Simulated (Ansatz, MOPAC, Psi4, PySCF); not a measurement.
System: CH₃AlF (charge 0, doublet). SMILES: [CH3][Al][F]
Geometry: optimised at B3LYP-D3(BJ)/def2-TZVP (Ansatz, a quantum-chemistry and plane-wave program).

Wanted: size of the dipole moment, in D. Terms: 6-31G* and kin with 6d, 5d where marked; no dispersion term unless named; non-relativistic; no spin-orbit coupling; UHF or UKS for open shells. Ab initio and DFT rows: single points at B3LYP-D3(BJ) geometries (Ansatz). Semi-empirical rows: dipoles at the shared geometry. The spin state of an ion or metal species was assumed, not searched.

| level | program | size of the dipole moment (D) |
|---|---|---|
| PM6 | MOPAC | 2.44 |
| PBE/STO-3G | Ansatz | 1.24 |
| PBE/3-21G | Ansatz | 1.43 |
| PBE/6-31G* | Ansatz | 1.66 |
| BP86/def2-SVP | PySCF | 1.66 |
| B3LYP/6-31G* | Ansatz | 1.75 |
| wB97X-D/6-31G* | Psi4 | 1.74 |

No value to compare with is used here. The 7 habitual levels span 1.24 (PBE/STO-3G) to 2.44 D (PM6).

The levels are drawn from those run, B3LYP/6-31G* more often than the rest, none by its result; runs whose electronic state is in doubt are left out.
